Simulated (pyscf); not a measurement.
# Hydrogen shift: H₂Si=S → :HSi–SH [singlet]

Gas phase, singlet surface, charge 0. Bonds broken: Si2–H3. Bonds formed: S1–H3. Structures and frequencies: ωB97X-D3(BJ)/def2-SVP in PySCF. MP2 and CC: frozen core, UHF for open shells. ΔMP2 is the change of the MP2 total energy from the triple- to the quadruple-zeta basis.

Transition state (Å):

```xyz
4

S      0.1309    -0.7447     0.6931
Si    -1.3963    -0.1370    -0.5185
H     -1.1845    -1.6663    -0.2491
H     -2.2695     0.8754     0.1881
```

One imaginary mode, 1463i cm⁻¹; descent along it reached the two sides named.

```tsv
bond	change	reactant side (Å)	saddle	product side
Si2–H3	breaks	1.488	1.567	2.7
S1–H3	forms	3.0	1.862	1.349
```

Electronic energies relative to the reactant's lowest minimum found (kJ/mol):

```csv
level,barrier,reaction energy,reverse barrier
ωB97X-D3(BJ)/def2-TZVP,251.0,+48.1,202.8
PBE/def2-TZVP,201.8,+41.2,160.6
r²SCAN/def2-TZVP,222.8,+54.7,168.1
B3LYP-D3(BJ)/def2-TZVP,227.6,+44.3,183.3
PBE0-D3(BJ)/def2-TZVP,225.9,+44.3,181.6
M06-2X/def2-TZVP,236.4,+40.4,196.0
ωB97M-D3(BJ)/def2-TZVP,238.3,+38.7,199.6
HF/def2-TZVP,303.4,+50.5,252.9
MP2/def2-QZVPP,239.9,+61.0,178.9
CCSD/def2-TZVPP,241.1,+43.0,198.0
CCSD(T)/def2-TZVPP,227.5,+45.4,182.1
CCSD(T)/def2-TZVPP + ΔMP2(QZVPP),226.5,+47.2,179.3
```

With CCSD(T)/def2-TZVPP + ΔMP2(QZVPP) energies and thermal terms (ideal gas, 1 atm, RRHO with modes under 100 cm⁻¹ raised to 100, one conformer, R ln 2 for chiral ones without a mode under 150 cm⁻¹), in kJ/mol:

```tsv
T (K)	ΔH‡	ΔG‡	ΔH	ΔG
298	216.5	212.1	+47.4	+44.6
600	215.9	207.8	+47.9	+41.5
900	214.7	204.0	+48.1	+38.2
1200	213.0	200.7	+48.1	+34.9
```

One saddle was located; it need not be the lowest between these sides. A restricted solution here is unstable towards spin polarisation, so biradical character is likely and single-reference numbers are less safe. The CCSD(T) − MP2 part came from Ansatz, without density fitting, on the same reference.
